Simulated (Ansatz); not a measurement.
Two structures of CH4InO−

Structure X: a singlet given by its coordinates. Structure Y: a singlet given by its coordinates. Both are isolated ions in the gas phase, relaxed with B3LYP-D3(BJ)/def2-SVPD.

X (Å):

```json
{"atom": "C", "x (Å)": "-1.3007", "y (Å)": "0.5810", "z (Å)": "0.0435"}
{"atom": "In", "x (Å)": "-1.3108", "y (Å)": "0.7881", "z (Å)": "-2.2419"}
{"atom": "O", "x (Å)": "-2.2264", "y (Å)": "0.3157", "z (Å)": "0.7961"}
{"atom": "H", "x (Å)": "-0.2891", "y (Å)": "0.7486", "z (Å)": "0.5608"}
{"atom": "H", "x (Å)": "-0.7368", "y (Å)": "2.4544", "z (Å)": "-2.5632"}
{"atom": "H", "x (Å)": "-0.1039", "y (Å)": "-0.4013", "z (Å)": "-2.8237"}
{"atom": "H", "x (Å)": "-2.9382", "y (Å)": "0.4872", "z (Å)": "-2.8960"}
```

Close contacts (Å): C1–In2 2.29, C1–O3 1.22, C1–H4 1.15, In2–H5 1.79, In2–H6 1.79, In2–H7 1.78.

Y (Å):

```yaml
atoms:
  - { symbol: C, position_ang: [-0.9228, 1.5261, -0.6106] }
  - { symbol: In, position_ang: [-1.7584, 0.2212, -2.2968] }
  - { symbol: O, position_ang: [-0.6966, 0.3753, -0.0220] }
  - { symbol: H, position_ang: [-1.7205, 2.1882, -0.2042] }
  - { symbol: H, position_ang: [-0.0553, 2.1204, -0.9766] }
  - { symbol: H, position_ang: [-0.5916, -0.8478, -3.1520] }
  - { symbol: H, position_ang: [-3.2327, -0.7404, -1.9266] }
```

Close contacts (Å): C1–In2 2.29, C1–O3 1.31, In2–O3 2.52, C1–H4 1.11, C1–H5 1.11, In2–H6 1.80, In2–H7 1.80.

Energies in hartree; the thermal terms are from B3LYP-D3(BJ)/def2-SVPD harmonic frequencies (ideal gas, rigid rotor, one conformer each, 298.15 K, 1 atm) and include the zero-point energy:

```
                               X           Y
E, CCSD(T)/def2-SVPD  −304.649385  −304.636155
    E, MP2/def2-SVPD  −304.596150  −304.586119
  E, MP2/def2-TZVPPD  −304.998833  −304.992557
   zero-point energy     0.032496     0.037610
        H(298 K) − E     0.039257     0.043982
        G(298 K) − E     0.002519     0.008392
```

Correct the CCSD(T) difference for the basis set by the MP2 change, then work out ΔE, ΔE₀, ΔH and ΔG for X → Y in kJ/mol (1 Eh = 2625.50 kJ/mol) and the equilibrium ratio [Y]/[X].

1. Differences Y − X: CCSD(T) +0.013230, MP2 in the small set +0.010031, MP2 in the large set +0.006276 Eh.
2. ΔE = +0.013230 + (+0.006276 − (+0.010031)) = +0.009475 Eh = +24.88 kJ/mol.
3. ΔE₀ = ΔE + ΔZPE = +0.009475 + (+0.005114) Eh = +38.30 kJ/mol.
4. ΔH = ΔE + (+0.004725) Eh = +37.28 kJ/mol.
5. ΔG = ΔE + (+0.005873) Eh = +40.30 kJ/mol, so ΔS = (ΔH − ΔG)/T = −10.1 J/(mol K).
6. kT = 0.9442 mEh, so K = [Y]/[X] = exp(−ΔG/kT) = exp(−16.26) ≈ 8.7 × 10^−8.

Structure X is favoured at this temperature. An error of 4 kJ/mol in ΔG would change K by a factor of 5. Large T1 diagnostics make the coupled-cluster value less sure. Mirror images and further conformers aren't counted.

Other levels gave ΔE = +26.7 (B3LYP-D3(BJ)/def2-SVPD); +96.4 (HF/def2-SVPD); +26.3 (MP2/def2-SVPD); +34.7 (CCSD(T)/def2-SVPD) kJ/mol. The correlated steps freeze 6 core orbitals; the filled d shell of In is correlated, in a basis made for valence electrons. Atoms past krypton carry core potentials in the def2 sets, without spin–orbit terms. Programs: Ansatz 0.2.0.
